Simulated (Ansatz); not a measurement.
`[CH3][GeH]([CH3])[Br]`, relaxed with RKS PBE0-D4/def2-TZVP in Ansatz from a PBE-D4/def2-SVP geometry. The force threshold is 0.005 eV/Å; the program also tests the step.

Total charge 0; spin multiplicity 1.

Start:

```xyz
11

C     0.267    0.541    1.569
Ge    0.195    0.546   -0.390
C    -0.694   -1.040   -1.124
Br    2.414    0.513   -1.163
H     0.772   -0.378    1.924
H    -0.761    0.572    1.983
H     0.830    1.422    1.932
H    -0.426    1.860   -0.940
H    -0.189   -1.956   -0.761
H    -1.755   -1.059   -0.802
H    -0.653   -1.022   -2.229
```

```csv
step,energy (eV),largest force (eV/Å),largest move (Å)
1,-128737.6478,0.534,0.000
2,-128737.6829,0.148,0.038
3,-128737.6855,0.057,0.014
4,-128737.6859,0.009,0.005
5,-128737.6859,0.006,0.001
6,-128737.6859,0.001,0.001
```

End:

```xyz
11

C     0.265    0.537    1.558
Ge    0.188    0.539   -0.384
C    -0.689   -1.032   -1.116
Br    2.388    0.507   -1.149
H     0.764   -0.367    1.908
H    -0.746    0.568    1.970
H     0.819    1.406    1.913
H    -0.416    1.844   -0.934
H    -0.189   -1.934   -0.762
H    -1.734   -1.057   -0.799
H    -0.650   -1.012   -2.205
```

Hardware: 2 threads of an AMD EPYC 7R13 on a shared host and a share of an NVIDIA H100 80 GB. Wall time 26 s, peak host memory 0.89 GiB.
